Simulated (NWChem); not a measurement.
Species: CH₃BrMgS; SMILES C[S][Mg][Br]

```xyz
7

Mg     0.6606    -0.1782    -0.0024
Br     1.1943    -2.4690    -0.0028
S      0.1984     2.0744    -0.0010
C     -1.6327     2.1613     0.0005
H     -2.0726     1.7030    -0.8963
H     -1.8961     3.2279    -0.0009
H     -2.0710     1.7053     0.8991
```
Atoms are numbered in this order, from 1.

Level: PBE0/def2-SVP (NWChem), optimised geometry, unscaled harmonic frequencies. This build's default masses of Se (78.918 u) and Br (79.917 u) are each other's, which moves their modes by up to 0.6 %.

| frequency (cm⁻¹) | IR intensity (km/mol) |
|---|---|
| 57 | 2.0 |
| 61 | 10.2 |
| 115 | 33.7 |
| 165 | 23.3 |
| 250 | 2.3 |
| 540 | 101.4 |
| 722 | 7.7 |
| 954 | 7.4 |
| 967 | 8.0 |
| 1336 | 18.8 |
| 1453 | 7.2 |
| 1459 | 7.2 |
| 3067 | 26.3 |
| 3176 | 2.8 |
| 3179 | 0.9 |

```yaml
zero_point_energy: 25.0 kcal/mol
thermal correction to the enthalpy at 298.15 K (with zero-point energy): 29.8 kcal/mol
heat capacity Cv: 18.6 cal/(mol K)
entropy at 298.15 K and 1 atm (symmetry number 1): 86.6 cal/(mol K)
dipole_moment: 1.78 D
```

Rigid rotor and harmonic oscillator; modes under 100 cm⁻¹ make the entropy uncertain.
